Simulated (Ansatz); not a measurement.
The same redistribution along the group Sc, Y.

Calculated with Ansatz (gas phase, PBE0-D4/def2-TZVP geometries, no zero-point term in ΔE). CBS: MP2 limit from def2 TZ/QZ plus the TZ coupled-cluster correction, frozen cores. Functionals use def2-TZVPP. B3LYP here is the variant with VWN-RPA as its local correlation; programs differ in this. Elements past krypton have def2 core potentials. For Ge, Sc, Y outer-core shells are correlated without core-valence functions, which leaves a few kJ/mol of doubt a bond. Scalar relativity is left out up to krypton. Each species was taken in one conformer, which may not be the lowest.

```
                                                                       reaction  CCSD(T)/CBS(def2) (kcal/mol)
`[OH][Sc]([OH])[Cl]` + `[CH3][Ge][Cl]` → `[OH][Sc]([Cl])[Cl]` + `[CH3][Ge][OH]`                           0.5
  `[OH][Y]([OH])[Cl]` + `[CH3][Ge][Cl]` → `[OH][Y]([Cl])[Cl]` + `[CH3][Ge][OH]`                             ?
```

Question: Fill in the missing values. (An estimate is asked.)

Answer: Computed: `[OH][Y]([OH])[Cl]` + `[CH3][Ge][Cl]` → `[OH][Y]([Cl])[Cl]` + `[CH3][Ge][OH]`: -3.0 kcal/mol.

Largest T1 diagnostic: 0.015, for `[OH][Sc]([OH])[Cl]`.
